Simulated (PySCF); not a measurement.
C4H9O2P.
Cartesian coordinates in Å at the PBE0-D3(BJ)/def2-SVP level; atoms count from 1:
```xyz
16
C4H9O2P angstrom
C      2.3178    0.3921    0.2299
C      1.0855   -0.4514    0.0548
O      1.0103   -1.5714    0.5180
P     -0.2788    0.2636   -1.0214
C     -0.9467    1.5027    0.1849
C     -1.5100   -1.1249   -0.7704
O     -1.7482   -1.4801    0.5520
H      2.9305   -0.0046    1.0506
H      2.8987    0.3541   -0.7062
H      2.0684    1.4483    0.4087
H     -0.1776    2.2372    0.4628
H     -1.7712    2.0487   -0.2968
H     -1.3268    0.9909    1.0814
H     -2.4589   -0.7892   -1.2208
H     -1.1470   -1.9697   -1.3885
H     -0.9058   -1.8374    0.8739
```

Level of theory: core-valence-separated Tamm–Dancoff BHandHLYP/aug-pcX-1 (pcseg-1 on H, def2-SVPD on P) in PySCF, non-relativistic, gas phase, PBE0-D3(BJ)/def2-SVP geometry. The energies are unshifted.

(1) What does the C 1s absorption edge look like?

(2) Give energies, oscillator strengths and core holes at the O K edge.

Answers

(1) 
```json
{"E (eV)": "283.15", "f": "0.0801", "core hole on": "C2", "main final orbital": "LUMO (81 %)", "polarisation": "normal to the local trigonal plane"}
{"E (eV)": "284.49", "f": "0.0003", "core hole on": "C1", "main final orbital": "LUMO (92 %)", "polarisation": "–"}
{"E (eV)": "284.74", "f": "0.0204", "core hole on": "C5", "main final orbital": "LUMO (78 %)", "polarisation": "–"}
{"E (eV)": "285.74", "f": "0.0093", "core hole on": "C1", "main final orbital": "LUMO+1 (75 %)", "polarisation": "–"}
{"E (eV)": "285.75", "f": "0.0143", "core hole on": "C5", "main final orbital": "LUMO+1 (46 %)", "polarisation": "–"}
{"E (eV)": "286.15", "f": "0.0246", "core hole on": "C5", "main final orbital": "spread", "polarisation": "–"}
{"E (eV)": "286.45", "f": "0.0322", "core hole on": "C1", "main final orbital": "spread", "polarisation": "–"}
{"E (eV)": "286.57", "f": "0.0112", "core hole on": "C6", "main final orbital": "LUMO (64 %)", "polarisation": "–"}
{"E (eV)": "286.61", "f": "0.0123", "core hole on": "C5", "main final orbital": "LUMO+2 (36 %)", "polarisation": "–"}
{"E (eV)": "286.65", "f": "0.0319", "core hole on": "C1", "main final orbital": "spread", "polarisation": "–"}
{"E (eV)": "286.82", "f": "0.0259", "core hole on": "C5", "main final orbital": "LUMO+4 (49 %)", "polarisation": "–"}
{"E (eV)": "286.95", "f": "0.0177", "core hole on": "C6", "main final orbital": "LUMO+3 (48 %)", "polarisation": "–"}
{"E (eV)": "287.02", "f": "0.0077", "core hole on": "C5", "main final orbital": "spread", "polarisation": "–"}
{"E (eV)": "287.05", "f": "0.0308", "core hole on": "C6", "main final orbital": "spread", "polarisation": "–"}
{"E (eV)": "287.12", "f": "0.0048", "core hole on": "C1", "main final orbital": "spread", "polarisation": "–"}
{"E (eV)": "287.36", "f": "0.0038", "core hole on": "C1", "main final orbital": "spread", "polarisation": "–"}
{"E (eV)": "287.53", "f": "0.0041", "core hole on": "C5", "main final orbital": "LUMO+8 (36 %)", "polarisation": "–"}
{"E (eV)": "287.61", "f": "0.0348", "core hole on": "C6", "main final orbital": "spread", "polarisation": "–"}
{"E (eV)": "287.76", "f": "0.0248", "core hole on": "C6", "main final orbital": "spread", "polarisation": "–"}
```

The first line with a tenth or more of the strongest one's intensity is at 283.15 eV (f = 0.080), with the hole on C2 (carbonyl carbon), polarised normal to the local trigonal plane: a 1s→π* resonance. It is also the strongest listed.

(2) 
```json
{"E (eV)": "528.61", "f": "0.0483", "core hole on": "O3", "main final orbital": "LUMO (84 %)", "polarisation": "normal to the local trigonal plane"}
{"E (eV)": "532.69", "f": "0.0058", "core hole on": "O7", "main final orbital": "LUMO (64 %)", "polarisation": "–"}
{"E (eV)": "533.29", "f": "0.0030", "core hole on": "O7", "main final orbital": "LUMO (33 %)", "polarisation": "–"}
{"E (eV)": "533.54", "f": "0.0221", "core hole on": "O7", "main final orbital": "LUMO+3 (41 %)", "polarisation": "–"}
{"E (eV)": "533.97", "f": "0.0000", "core hole on": "O3", "main final orbital": "spread", "polarisation": "–"}
{"E (eV)": "534.40", "f": "0.0052", "core hole on": "O7", "main final orbital": "LUMO+3 (35 %)", "polarisation": "–"}
{"E (eV)": "534.47", "f": "0.0056", "core hole on": "O3", "main final orbital": "LUMO+1 (42 %)", "polarisation": "in the local trigonal plane"}
{"E (eV)": "534.50", "f": "0.0033", "core hole on": "O7", "main final orbital": "LUMO+1 (52 %)", "polarisation": "–"}
{"E (eV)": "534.71", "f": "0.0034", "core hole on": "O7", "main final orbital": "LUMO+2 (37 %)", "polarisation": "–"}
{"E (eV)": "534.82", "f": "0.0040", "core hole on": "O3", "main final orbital": "spread", "polarisation": "in the local trigonal plane"}
{"E (eV)": "534.86", "f": "0.0024", "core hole on": "O3", "main final orbital": "spread", "polarisation": "in the local trigonal plane"}
```

The first line with a tenth or more of the strongest one's intensity is at 528.61 eV (f = 0.048), with the hole on O3 (carbonyl oxygen), polarised normal to the local trigonal plane: a 1s→π* resonance. It is also the strongest listed.

Roots within 0.03 eV whose holes lie on the same, on equivalent or on shared atoms are summed into one line, and the highest roots are left out, as the search may have cut off their partners. Final orbitals are the ground state's empty Kohn–Sham orbitals. A dash: too weak, shared between unlike atoms, or no plane or axis to refer to.

Q: What length of transition dipole belongs to the line at 286.45 eV?

A: From f = (2/3) ΔE |μ|² in atomic units, with ΔE = 10.527 Eh and f = 0.0322: |μ| = 0.068 au = 0.17 D.

The ionisation thresholds weren't computed; near and above them a finite basis only mimics Rydberg series and continuum.

On one thread of an Arm Neoverse V1, on a shared host, this took 30 s of wall time and 1.1 GiB of memory at its peak.

One conformer stands for the species.
